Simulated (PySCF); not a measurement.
## AgO at UHF-CCSD(T)

Level: UHF-CCSD(T). Ag x2c-TZVPPall, O x2c-TZVPPall; spin-free X2C with a Gaussian nucleus (PySCF 2.14).

```json
{"state": "²Π (doublet), unpaired electrons π ↑", "bond length": "3.785 bohr", "harmonic wavenumber": "491 cm⁻¹", "force constant": "1.97 mdyn/Å", "rotational constant Be": "0.3020 cm⁻¹", "well depth De to Ag (4d10 5s1) + O": "1.78 eV", "dissociation energy D0": "1.75 eV"}
```

Correlated steps freeze 15 core orbitals. These are scalar-relativistic numbers at best; spin–orbit coupling would shift them, the dissociation energy most. The state is the lowest single determinant that the PBE0 search found; with open d or f shells the true ground state can be another one.
